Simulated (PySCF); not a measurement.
# Ionisation energy of Ar²⁺ by level of theory

Ar²⁺ [Ne] 3s2 3p4 (3P) → Ar³⁺ [Ne] 3s2 3p3 (4S), as a difference of total energies. Computed with PySCF 2.14 in dyall-acv3z (19s12p6d4f, 113 functions), with the spin-free X2C one-electron Hamiltonian (Gaussian nucleus). Correlated levels: valence: [Ne] frozen; virtual orbitals above 40 to 60 times the deepest correlated orbital energy dropped. The calculations carry no spin-orbit coupling.

```csv
method,ionisation energy (eV)
UHF,39.389
MP2 (valence),40.235
SCS-MP2 (valence),40.332
CCSD (valence),40.346
CCSD(T) (valence),40.375
```

Question: How much does correlation contribute at CCSD(T) (valence)?

Answer: 40.375 − (39.389) = 0.986 eV, measured against UHF.

A first-order spin-orbit estimate (lowest level to lowest level, LS coupling) adds 0.063 eV.

Errors of the correlated levels include the incompleteness of this basis and the frozen core.

For comparison: 40.735 ± 0.012 eV (semi-empirical (NIST evaluation); NIST Atomic Spectra Database, ionization energies).
